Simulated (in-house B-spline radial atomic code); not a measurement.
The bromine ion Br²⁺ is squeezed into an impenetrable sphere of radius R (the orbitals vanish at R). All numbers are computed (scalar-relativistic (X2C) Hartree-Fock, spin-polarised, averaged over the determinants with the given up and down occupations; Fermi nucleus of rms radius 4.1629 fm) with an all-electron radial atomic-structure program (B-spline basis), not measured.

Energies in eV above the free ion in [Ar] 3d10 4s2 4p3:

| R (bohr) | highest level (eV) | [Ar] 3d10 4s2 4p3 | [Ar] 3d10 4s2 4p2 4f1 | [Ar] 3d10 4s1 4p3 4f1 |
| --- | --- | --- | --- | --- |
| 7.57 | -35.2 | 0.0002048 | 28.21 | 35.82 |
| 6.16 | -35.2 | 0.008504 | 30.1 | 37.61 |
| 5.24 | -35.1 | 0.08798 | 32.7 | 40.07 |
| 4.27 | -34.6 | 0.9185 | 38.47 | 45.6 |
| 3.47 | -32.4 | 5.776 | 50.66 | 57.65 |
| 2.87 | -26.8 | 22.04 | 75.63 | 83.07 |
| 2.47 | -17.3 | 53.91 | 115.1 | 123.7 |
| 2.26 | -8.35 | 87.08 | 152.6 | 162.2 |
| 1.91 | 19.6 | 200.8 | 271.8 | 284.4 |
| 1.22 | 259 | 1425 | 1441 | 1461 |

(1) Does [Ar] 3d10 4s2 4p2 4f1 fall below [Ar] 3d10 4s2 4p3 under compression?

(2) Does [Ar] 3d10 4s1 4p3 4f1 fall below [Ar] 3d10 4s2 4p3 under compression?

The highest level is first positive in the row R = 1.91 bohr, pushed up by confinement above the zero of the free ion's potential. Each configuration is held fixed and needn't be the lowest in the sphere.

## Answers

(1) No, it stays above over the whole range.

(2) No, it stays above over the whole range.
